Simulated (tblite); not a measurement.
Start geometry of `[SiH3]C1C[P@H](=S)CC=1` from a force field or distance geometry (Å):
```
atom  x, y, z in Å
Si1    2.4457   -0.1889   -0.2544
C2     0.5710   -0.1656    0.0036
C3    -0.2050   -0.9960   -0.5751
C4    -1.6448   -0.8485   -0.2763
P5    -1.6638    0.9499    0.0744
S6    -2.9369    1.4509    1.0555
C7    -0.0499    0.7990    0.9168
H8     2.7105   -0.4515   -1.6717
H9     2.9639    1.1538    0.0285
H10    3.0619   -1.2202    0.5527
H11    0.1391   -1.7762   -1.2939
H12   -2.3430   -1.1168   -1.0734
H13   -1.8977   -1.3905    0.6859
H14   -1.4331    1.6873   -1.0967
H15   -0.1953    0.3524    1.9298
H16    0.4699    1.7698    0.9831
```

**Question.** What comes out of this run: GFN2-xTB geometry optimisation, gas phase in tblite 0.8.0?

**Answer.** 
```
atom  x, y, z in Å
Si1    2.523   -0.226   -0.224
C2     0.647   -0.178   -0.076
C3    -0.209   -0.955   -0.734
C4    -1.674   -0.776   -0.472
P5    -1.747    0.880    0.339
S6    -3.147    1.276    1.607
C7     0.015    0.800    0.878
H8     2.885   -1.261   -1.188
H9     2.973    1.093   -0.674
H10    3.077   -0.511    1.101
H11    0.107   -1.713   -1.435
H12   -2.286   -0.830   -1.375
H13   -2.053   -1.525    0.234
H14   -1.658    1.731   -0.773
H15    0.043    0.424    1.908
H16    0.497    1.780    0.871
```

The energy falls by 2.274 eV over 124 L-BFGS steps, the largest force on an atom goes from 18.70 to 0.009 eV/Å, and the atoms move by 0.465 Å rms after alignment. The bond that changes most is P5=S6 (ends: phosphorus bonded to 2 C, S and H; sulfur bonded to P), which lengthens by 0.246 Å. Bonds longer at the end by more than 0.005 Å: 7 of 16; shorter: 6. Among the angles that change most is C4–P5–H14, from 110.8° to 101.2°. Among the dihedrals that turn most is H10–Si1–C2–C3, from -80° to -121°. Rotational constants go from 4497, 795.8, 712.8 to 4234, 712.8, 635.3 MHz. The orientation of the end geometry is arbitrary; only internal coordinates are fixed.

Its GFN2-xTB frequencies are all real (lowest 51 cm⁻¹). One conformer, not necessarily the lowest.

The numbers are calculated, not measured.
